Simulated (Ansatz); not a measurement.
Z-matrix (Å, degrees):
```
C
Si 1 1.863
H 1 1.094 2 110.8
H 1 1.093 2 110.9 3 119.9
H 1 1.093 2 111.1 3 -119.8
C 2 1.860 1 111.5 3 62.7
C 2 1.863 1 111.4 3 -62.6
O 2 1.680 1 108.5 3 178.1
H 6 1.093 2 110.9 1 57.5
H 6 1.093 2 110.9 1 177.4
H 6 1.093 2 110.9 1 -62.5
H 7 1.093 2 111.1 1 -177.6
H 7 1.093 2 110.9 1 -57.3
H 7 1.094 2 110.8 1 62.6
B 8 1.334 2 133.9 1 60.4
F 15 1.339 8 120.4 2 -0.0
H 15 1.196 8 121.9 2 180.0
```

Total charge 0; spin multiplicity 1.

List the r2SCAN/def2-TZVPP orbital energies in eV (Ansatz 0.2.0). (Estimate.)

Computed: Occupied: -1791.19, -666.20, -515.93, -272.52, -272.52, -272.50, -182.01, -141.54, -96.47, -96.37, -96.37, -31.62, -26.57, -18.74, -17.83, -17.83, -14.53, -13.26, -11.94, -11.37, -11.02, -10.58, -10.49, -10.26, -10.12, -10.03, -9.76, -9.20, -9.10, -8.38, -7.51, -7.46. Lowest empty: -0.17, 0.80, 1.41, 1.95, 1.96, 2.31, 2.53, 2.60.
